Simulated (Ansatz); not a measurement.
`[SiH3][SiH2][SeH]` + `OBF` → `FBO[SiH2][SiH3]` + H₂Se  (ligand exchange at the Si–Se bond)

Computed with Ansatz on PBE0-D4/def2-TZVP structures; ΔE is electronic, products minus reactants. CBS: MP2 limit from def2 TZ/QZ plus the TZ coupled-cluster correction, frozen cores. This one scheme is used for every species. Functionals use def2-TZVPP. B3LYP here is the variant with VWN-RPA as its local correlation; programs differ in this. For Se outer-core shells are correlated without core-valence functions, which leaves a few kJ/mol of doubt a bond. Scalar relativity is left out up to krypton. One conformer a species, not always the lowest.

Question: Is it downhill or uphill in electronic energy at CCSD(T)/CBS, and by how much? (An estimate is asked.)

Answer: The calculation gave: Downhill: ΔE = -15.2 kJ/mol.

Question: What do these levels give: PBE0-D4, B3LYP-D4, B2PLYP, PBE, r2SCAN, B3LYP, MP2/def2-TZVPP, CCSD/def2-TZVPP, CCSD(T)/def2-TZVPP, HF/CBS(def2), MP2/CBS(def2), CCSD/CBS(def2)? (Estimate.)

Answer: Computed: PBE0-D4 -5.9, B3LYP-D4 -20.5, B2PLYP -19.9, PBE -3.3, r2SCAN -14.4, B3LYP -20.4, MP2/def2-TZVPP -13.8, CCSD/def2-TZVPP -21.1, CCSD(T)/def2-TZVPP -18.6, HF/CBS(def2) -34.3, MP2/CBS(def2) -10.4, CCSD/CBS(def2) -17.7 kJ/mol.

Largest T1 diagnostic among the species: 0.013.

In def2-TZVPP, CCSD(T) changes the Hartree–Fock value by +13.5 kJ/mol (the triples alone add +2.5 kJ/mol) and MP2 by +18.2 kJ/mol.
